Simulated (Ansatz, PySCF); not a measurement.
Species: RbCl, charge 0, multiplicity 1. SMILES: [Cl][Rb]
Geometry from a B3LYP-D3(BJ)/def2-TZVP (Ansatz, a first-principles code) optimisation:
```xyz
2

Rb     0.0000     0.0000    -0.9024
Cl     0.0000     0.0000     1.9640
```
Charge 0, spin multiplicity 1.

Quantity: vertical ionisation energy (to the doublet state of charge +1; each state is the SCF solution reached for its spin), in eV. Valence correlation only, unless marked. Open shells are spin-unrestricted. No spin-orbit coupling. The frozen core is the preceding noble-gas configuration, with the filled d and f shells of earlier blocks. The outer core of K, Ca and their heavier congeners is not correlated, a term that matters for these elements. Past Kr the def2 sets carry scalar-relativistic core potentials. CBS(X,Y): correlation extrapolated as X^-3; Hartree-Fock from the larger set.

| level | program | vertical ionisation energy (eV) |
|---|---|---|
| SVWN5/def2-TZVPD | Ansatz | 8.87 |
| PBE/def2-TZVPD | Ansatz | 8.56 |
| r2SCAN/def2-TZVPD | Ansatz | 8.51 |
| B3LYP/def2-TZVPD | Ansatz | 8.55 |
| PBE0/def2-TZVPD | Ansatz | 8.47 |
| BHLYP/def2-TZVPD | Ansatz | 8.30 |
| CAM-B3LYP/def2-TZVPD | Ansatz | 8.52 |
| wB97M-V/def2-TZVPD | Ansatz | 8.51 |
| wB97X-V/def2-TZVPD | Ansatz | 8.49 |
| CCSD/def2-QZVPPD | Ansatz | 8.32 |
| CCSD/CBS(def2-TZVPPD,def2-QZVPPD) | Ansatz | 8.41 |
| CCSD(T)/def2-SVPD | Ansatz | 8.22 |
| CCSD(T)/def2-TZVPPD | Ansatz | 8.27 |
| CCSD(T)/CBS(def2-TZVPPD,def2-QZVPPD) | Ansatz | 8.50 |

For comparison, minus the highest occupied orbital energy (PySCF): 5.16 eV at TPSSh/def2-TZVPD, 8.92 eV at HF/def2-TZVPD, 7.24 eV at CAM-B3LYP/def2-TZVPD.
